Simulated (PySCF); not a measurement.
SMILES C=C[C@@H]1C(C)=C[C@@H]1C, C$_{8}$H$_{12}$

Cartesian coordinates in Å; atom numbers follow the order of the lines, from 1:
```xyz
20

C     2.1158   -1.5614   -0.6804
C     1.1627   -0.8903   -0.0590
C     0.1548   -0.0404   -0.7446
C    -0.1070    1.3137   -0.1079
C     0.8236    2.4477    0.0991
C    -1.3880    1.0606    0.1485
C    -1.3599   -0.3270   -0.4410
C    -1.6846   -1.4780    0.4961
H     2.2142   -1.5442   -1.7540
H     2.8382   -2.1549   -0.1460
H     1.0931   -0.9191    1.0201
H     0.3690    0.0066   -1.8156
H     0.3213    3.2676    0.6073
H     1.6781    2.1263    0.6952
H     1.2052    2.8036   -0.8582
H    -2.1862    1.6207    0.6015
H    -1.9444   -0.4264   -1.3603
H    -1.2159   -1.3326    1.4659
H    -1.3343   -2.4190    0.0768
H    -2.7608   -1.5430    0.6448
```

Computed, not measured: TDDFT BHandHLYP/def2-SVPD circular dichroism and optical rotation, one conformer, gas phase (PySCF). Geometry: GFN2-xTB.

The molecule is flexible and this is one conformer; a measurement averages over conformers. States above about 7.8 eV (minus the energy of the highest occupied orbital) lie near or above the ionisation threshold and depend on the basis.

(1) Draw the ECD and absorption spectra from the lowest 12 states, each a Gaussian of half-width 0.25 eV at 1/e height.

Results:

(1) 
| E (eV) | λ (nm) | Δε (L mol⁻¹ cm⁻¹) | ε (L mol⁻¹ cm⁻¹) |
| --- | --- | --- | --- |
| 6.30 | 197 | -1.06 | 295 |
| 6.45 | 192 | -8.29 | 2280 |
| 6.60 | 188 | -31.92 | 8590 |
| 6.75 | 184 | -60.13 | 16300 |
| 6.90 | 180 | -50.82 | 17700 |
| 7.05 | 176 | -3.88 | 17600 |
| 7.20 | 172 | +45.25 | 22100 |
| 7.35 | 169 | +102.35 | 26600 |
| 7.50 | 165 | +137.01 | 26700 |
| 7.65 | 162 | +95.12 | 21000 |
| 7.80 | 159 | +24.42 | 13000 |

Δε uses R in velocity form, ε uses f in length form. Only the states computed contribute, so the short-wavelength end is incomplete.
